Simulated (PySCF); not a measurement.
Ionisation energy of Ce by level of theory

Ce [Xe] 4f1 5d1 6s2 (high-spin determinant) → Ce+ [Xe] 4f1 5d2 (high-spin determinant), as a difference of total energies. Computed with PySCF 2.14 in ANO-RCC-VTZP, with the spin-free X2C one-electron Hamiltonian (Gaussian nucleus). Correlated levels: valence: [Kr] 4d10 frozen. The calculations carry no spin-orbit coupling.

```tsv
method	ionisation energy (eV)
UHF	4.424
MP2 (valence)	5.522
SCS-MP2 (valence)	5.539
CCSD (valence)	5.427
CCSD(T) (valence)	5.590
```

**Question.** How much does correlation contribute at CCSD(T) (valence)?

**Answer.** 5.590 − (4.424) = 1.166 eV, measured against UHF.

A first-order spin-orbit estimate (lowest level to lowest level, LS coupling) adds -0.035 eV.

The ground level that NIST lists for one species does not belong to the high-spin term computed here, so part of any gap is the choice of state.

Errors of the correlated levels include the incompleteness of this basis and the frozen core.

The determinant of Ce and of Ce+ mixes LS terms, which raises its energy above the lowest term, most at the Hartree-Fock and MP2 levels.

For comparison: 5.539 eV (measured; NIST Atomic Spectra Database, ionization energies).
